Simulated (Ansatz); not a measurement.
Adding an electron: Li8⁺ (the lowest doublet isomer of a short search). The state is a doublet with charge 1. Geometry: PBE/def2-TZVP. Ansatz, gas phase; energy differences of separate SCF runs; the reduced species is a singlet (the triplet lies 0.46 eV higher at PBE0/def2-TZVP).

```csv
atom,x (Å),y (Å),z (Å)
Li1,1.7683,-1.2137,-1.9995
Li2,0.6986,0.2675,0.1740
Li3,-1.2671,2.2133,0.4294
Li4,0.5868,1.9021,-2.1507
Li5,-1.7642,-0.6092,1.4442
Li6,0.6574,0.4319,2.9327
Li7,-1.1939,-0.5307,-1.4963
Li8,0.5141,-2.4611,0.6661
```

The structure comes from a short search, and lower isomers may exist.

**Question.** Estimate orbital energies and vertical electron affinities at: PBE/def2-TZVP; r2SCAN/def2-TZVP; PBE0/def2-TZVP.

**Answer.** 
```csv
level,−HOMO (eV),−LUMO (eV),vertical EA (eV),HOMO–LUMO gap (eV)
PBE/def2-TZVP,6.35,5.69,4.20,0.66
r2SCAN/def2-TZVP,6.44,5.30,4.04,1.14
PBE0/def2-TZVP,6.84,5.12,4.12,1.72
```

  HOMO and LUMO are the levels of the spin that leaves or enters (xTB has no such levels and no spin-polarisation term). Other spin states of the ions may lie lower, which would lower the ionisation energy or raise the affinity.
